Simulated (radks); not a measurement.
Te XXVIII, 25 electrons, occupied as [Ar] 3d7. Method: scalar-relativistic Kohn-Sham, SCAN, spin-polarised, spherical densities, finite nucleus; open shells are filled with parallel spins first (spin-orbit coupling, left out, can overturn this in heavy ions); meta-GGA in the generalised Kohn-Sham scheme; Fermi nuclear charge, rms radius 4.7423 fm; computed with a radial shooting solver on a logarithmic mesh with Libxc functionals.

Radial electron density D(r) = 4 pi r^2 rho(r):

```
   r/bohr * D(r) (the largest magnitude, 85, reaches the edge; | marks zero)
  0.00156 |  *
 0.001773 |  *
 0.001999 |   *
 0.002254 |    *
 0.002541 |     *
 0.002865 |      *
  0.00323 |       *
 0.003642 |         *
 0.004107 |           *
  0.00463 |             *
 0.005263 |               *
 0.005934 |                  *
  0.00669 |                     *
 0.007543 |                        *
 0.008505 |                           *
 0.009589 |                               *
  0.01081 |                                  *
  0.01219 |                                     *
  0.01374 |                                       *
  0.01562 |                                         *
  0.01761 |                                          *
  0.01986 |                                           *
  0.02239 |                                          *
  0.02525 |                                         *
  0.02846 |                                       *
  0.03209 |                                      *
  0.03618 |                                     *
   0.0408 |                                     *
  0.04637 |                                      *
  0.05228 |                                         *
  0.05895 |                                             *
  0.06646 |                                                 *
  0.07494 |                                                     *
  0.08449 |                                                      *
  0.09526 |                                                     *
   0.1074 |                                                 *
   0.1211 |                                           *
   0.1376 |                                     *
   0.1552 |                                  *
    0.175 |                                *
   0.1973 |                                  *
   0.2224 |                                    *
   0.2508 |                                      *
   0.2828 |                                    *
   0.3188 |                               *
   0.3595 |                        *
   0.4086 |                *
   0.4606 |         *
   0.5194 |    *
   0.5856 | *
   0.6603 |*
   0.7444 *
   0.8394 *
   0.9464 *
    1.067 *
    1.213 *
```

D(r) has 3 maxima, at r = 0.0195, 0.0845, 0.253 bohr, and minima at 0.0383, 0.174 bohr, inside which lie 2.00, 11.23 electrons.
